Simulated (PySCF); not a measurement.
# Computed properties of Bi(Cl)2(SiH3) (BiCl₂H₃Si), SMILES [SiH3][Bi]([Cl])[Cl]

BiCl₂H₃Si, SMILES [SiH3][Bi]([Cl])[Cl]. Coordinates come from a r2SCAN-D4/def2-SVP optimisation. The structure was generated by enumeration; whether it is a known compound was not checked. The def2 effective core potentials stand for the cores of Bi; spin–orbit coupling is left out. The values are those of a single conformer. All values are computed for the isolated molecule unless a solvent is named; none is compared with measurement here.

**Structure.** The optimised structure has Cs symmetry. All 15 harmonic modes at r2SCAN-D4/def2-SVP (PySCF) are real, so it is a minimum. With heavy atoms numbered as in [Bi:1]([Cl:2])([Cl:3])[SiH3:4], the shortest bond between them is Bi1–Cl2 at 2.491 Å and the longest Bi1–Si4 at 2.696 Å.

**Vibrations.** The strongest infrared lines (harmonic, unscaled, degenerate partners summed) lie at 820 cm⁻¹ (323 km/mol, H 91 %, Si 9 %), 2226 cm⁻¹ (78 km/mol, H 96 %), 2208 cm⁻¹ (77 km/mol, H 99 %). The softest mode is at 68 cm⁻¹ and the zero-point energy is 16.6 kcal/mol.

**Electronic structure.** B3LYP/def2-TZVP (PySCF) places the frontier levels at -7.21 and -2.67 eV, a gap of 4.54 eV, and gives a dipole moment of 3.87 D and a mean polarisability of 101.4 bohr³. PBE/def2-TZVP (PySCF) at the same geometry gives -6.35 and -3.17 eV, so its gap is 1.36 eV narrower. An orbital gap is neither the optical nor the fundamental gap.

**Excitations.** TDA-PBE0/def2-SVPD (PySCF) has S1 at 3.65 eV (340 nm, f = 0.003, weak); the most intense of the 10 singlets computed lies at 5.93 eV (f = 0.38). T1 (TDA) is at 3.14 eV, 0.51 eV under S1. TDA-PBE/def2-SVPD (PySCF) puts S1 at 3.33 eV. No vertical singlet excitation falls in the visible range (under 3.1 eV).
